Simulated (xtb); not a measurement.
Harmonic IR lines of one isomer of CH$_{6}$Si$_{2}$, unscaled. Method: GFN2-xTB run with xtb.

```tsv
wavenumber (cm⁻¹)	relative intensity
419	17
600	6.9
634	17
677	5.3
779	32
851	9.3
2261	100
```

Problem. Identify which structure gives these lines.
(A) `C[SiH]=[SiH2]`
(B) `C1[SiH2][SiH2]1`
(C) `[SiH2]=C[SiH3]`

Solution. B, `C1[SiH2][SiH2]1`
